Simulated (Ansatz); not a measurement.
CH12N2Si3, SMILES N[SiH](N)C[SiH2][SiH3].

Coordinates come from a PBE0-D3(BJ)/def2-SVP optimisation. This is a generated structure with no PubChem entry under its InChIKey; it may be hypothetical. One conformer was computed; it need not be the lowest.

Two levels are set side by side: PBE/def2-SVPD (Ansatz, a program for electronic structure) and CAM-B3LYP/def2-SVPD (Ansatz). Energy differences of separate SCF runs at the same geometry; the states with an electron removed or added have multiplicity 2 and 2. Differences are taken from unrounded values.

```json
[
 {"quantity": "vertical ionisation energy (eV)", "CAM-B3LYP": "9.27", "PBE": "8.44", "PBE minus CAM-B3LYP": "-0.84"},
 {"quantity": "vertical singlet–triplet gap (eV)", "CAM-B3LYP": "6.48", "PBE": "5.56", "PBE minus CAM-B3LYP": "-0.92"}
]
```
